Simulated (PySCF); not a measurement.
Si(F)(NH2) (FH2NSi), SMILES N[Si]F (connectivity only; charge and spin as stated), neutral, multiplicity 1. Coordinates come from a PBE0-D3(BJ)/def2-TZVP optimisation. The values are those of a single conformer.

TDA-CAM-B3LYP/def2-SVPD (PySCF) puts the lowest singlet excitations at 5.59, 6.74, 7.24, 7.44, 7.58, 8.13 eV.

**Question.** What are the lowest excitation roots from ADC(2)/aug-cc-pVDZ run with PySCF? (Estimate from the structure and the level; the computed values follow.)

**Answer.** 5.34, 6.35, 6.71, 6.85, 6.94, 7.25 eV. S1 differs by -0.25 eV (second minus first; roots are paired by order, and the bases may differ).
